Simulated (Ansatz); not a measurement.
Ansatz (a program for electronic structure) input (B3LYP-D3(BJ)/def2-TZVP):

Ansatz 0.2 input:
```yaml
crystal:
  periodic: [false, false, false]
  atoms:
    - {symbol: Mo, position_ang: [0.00012306, -0.00274550, -0.04528548]}
    - {symbol: H, position_ang: [1.38830734, 0.05997238, 0.95463428]}
    - {symbol: H, position_ang: [-1.39347596, 0.05533854, 0.94735578]}
basis:
  gaussian:
    orbitals: def2-TZVP
hamiltonian:
  xc: b3lyp
  dispersion: d3bj
magnetization: {spin_polarized: true, initial_magnetization: 4}
phonons: {temperatures: {t_min: 298.15, t_max: 298.15, t_step: 100}}
```

Output:

```
Functional definition: B3LYP
integrals: 0.01 GiB planned
459 factors; their error is unknown
mean field: 0.14 GiB planned
mean field evaluation 1: about -1884.5627 eV, gradient 1.8e1 eV
mean field evaluation 2: about -1884.1039 eV, gradient 2.2e1 eV
mean field evaluation 4: about -1886.2755 eV, gradient 1.6e0 eV
mean field evaluation 8: about -1886.2973 eV, gradient 2.8e-2 eV
mean field evaluation 16: about -1886.3611 eV, gradient 1.7e-5 eV
mean field -1886.36113019 eV, -69.3224929128 hartree, gradient 1.0e-5 eV, S^2 6.032527; 0 other end points of the search recorded, 0 dependent functions left out
the calculation of the forces begins
reference -1886.36134929 eV, -69.3225009648 hartree; 10, 6 occupied and 42, 46 virtual orbitals, 459 factors
these checks for a lower state are left out or cut short: stability, starts, cluster_reference, orbital_swaps, neighbouring_geometries, increment
integrals: 0.01 GiB planned
459 factors; their error is unknown
mean field: 0.14 GiB planned
mean field -1886.36110244 eV, -69.3224918932 hartree, gradient 2.6e-6 eV, S^2 6.032608; 0 other end points of the search recorded, 0 dependent functions left out
the calculation of the forces begins
reference -1886.36132157 eV, -69.3224999460 hartree; 10, 6 occupied and 42, 46 virtual orbitals, 459 factors
these checks for a lower state are left out or cut short: stability, starts, cluster_reference, orbital_swaps, neighbouring_geometries, increment
integrals: 0.01 GiB planned
459 factors; their error is unknown
mean field: 0.14 GiB planned
mean field evaluation 32: about -1886.3611 eV, gradient 2.6e-6 eV
mean field -1886.36110309 eV, -69.3224919169 hartree, gradient 2.6e-6 eV, S^2 6.032447; 0 other end points of the search recorded, 0 dependent functions left out
the calculation of the forces begins
reference -1886.36132217 eV, -69.3224999680 hartree; 10, 6 occupied and 42, 46 virtual orbitals, 459 factors
these checks for a lower state are left out or cut short: stability, starts, cluster_reference, orbital_swaps, neighbouring_geometries, increment
integrals: 0.01 GiB planned
459 factors; their error is unknown
mean field: 0.14 GiB planned
mean field -1886.36111523 eV, -69.3224923632 hartree, gradient 2.6e-6 eV, S^2 6.032597; 0 other end points of the search recorded, 0 dependent functions left out
the calculation of the forces begins
reference -1886.36133436 eV, -69.3225004160 hartree; 10, 6 occupied and 42, 46 virtual orbitals, 459 factors
these checks for a lower state are left out or cut short: stability, starts, cluster_reference, orbital_swaps, neighbouring_geometries, increment
integrals: 0.01 GiB planned
459 factors; their error is unknown
mean field: 0.14 GiB planned
mean field -1886.36111584 eV, -69.3224923858 hartree, gradient 2.6e-6 eV, S^2 6.032458; 0 other end points of the search recorded, 0 dependent functions left out
the calculation of the forces begins
reference -1886.36133493 eV, -69.3225004370 hartree; 10, 6 occupied and 42, 46 virtual orbitals, 459 factors
these checks for a lower state are left out or cut short: stability, starts, cluster_reference, orbital_swaps, neighbouring_geometries, increment
integrals: 0.01 GiB planned
459 factors; their error is unknown
mean field: 0.14 GiB planned
mean field -1886.36112147 eV, -69.3224925925 hartree, gradient 2.6e-6 eV, S^2 6.032616; 0 other end points of the search recorded, 0 dependent functions left out
the calculation of the forces begins
reference -1886.36134060 eV, -69.3225006453 hartree; 10, 6 occupied and 42, 46 virtual orbitals, 459 factors
these checks for a lower state are left out or cut short: stability, starts, cluster_reference, orbital_swaps, neighbouring_geometries, increment
integrals: 0.01 GiB planned
459 factors; their error is unknown
mean field: 0.14 GiB planned
mean field evaluation 64: about -1886.3611 eV, gradient 2.6e-6 eV
mean field -1886.36111366 eV, -69.3224923055 hartree, gradient 2.6e-6 eV, S^2 6.032439; 0 other end points of the search recorded, 0 dependent functions left out
the calculation of the forces begins
reference -1886.36133274 eV, -69.3225003567 hartree; 10, 6 occupied and 42, 46 virtual orbitals, 459 factors
Total energy: -1886.41520927 eV, -69.3244802824 hartree
Atom 0 at     0.000123    -0.002746    -0.045285 Å, force     0.000001    -0.000013    -0.000211 eV/Å
Atom 1 at     1.388307     0.059972     0.954634 Å, force     0.000475     0.000007     0.000107 eV/Å
Atom 2 at    -1.393476     0.055339     0.947356 Å, force    -0.000475     0.000006     0.000104 eV/Å
Dipole moment:     0.001604    -0.035783    -0.590223 e Å
Vibrations: 581.35 1812.81 1827.44 cm⁻¹, zero-point energy 0.261706 eV
```

The spin state was set by rule; other spins were not relaxed.
